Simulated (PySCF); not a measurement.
HOZn, SMILES [OH][Zn] (connectivity only; charge and spin as stated), neutral, multiplicity 2. The structure is a stationary point at B3LYP-D3(BJ)/def2-TZVP. The multiplicity is an assumed one; other spin states were not compared. The isomer is the one that the SMILES or the coordinates give; other isomers of the formula were not compared.

All values below come from B3LYP-D3(BJ)/def2-TZVP (PySCF).

Harmonic wavenumbers (cm⁻¹): 549, 722, 3797. Rotational constants (GHz): 693.7, 10.70, 10.54; symmetry number 1.

**Question.** Work out the zero-point energy and the ideal-gas rigid-rotor harmonic-oscillator thermochemistry at 298.15 K and 1 atm.

**Answer.** ZPE = ½ Σ hcν = ½ × 5069 cm⁻¹ = 30.32 kJ/mol. H − E(el) = 41.01 kJ/mol. Entropy in J/(mol K): translation 163.76, rotation 79.32, vibration 3.46, spin 5.76, total 252.30. G − E(el) = -34.22 kJ/mol. Cp = 41.33 J/(mol K).
